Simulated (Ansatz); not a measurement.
`OC(F)[O][GeH3]`, charge 0, multiplicity 1.

Give a relaxed structure at PBE0-D4/def2-TZVP (Ansatz 0.2.0). (Estimate.)

Ansatz gave: 
Z-matrix (Å, degrees):
```
C
F 1 1.392
O 1 1.338 2 110.9
O 1 1.382 2 107.4 3 120.3
H 1 1.096 2 105.5 3 -119.1
Ge 3 1.814 1 119.5 2 79.2
H 4 0.962 1 108.9 2 47.4
H 6 1.532 3 109.8 1 -42.7
H 6 1.532 3 108.8 1 80.7
H 6 1.531 3 101.4 1 -161.5
```
This is one stationary point; other conformers may exist.
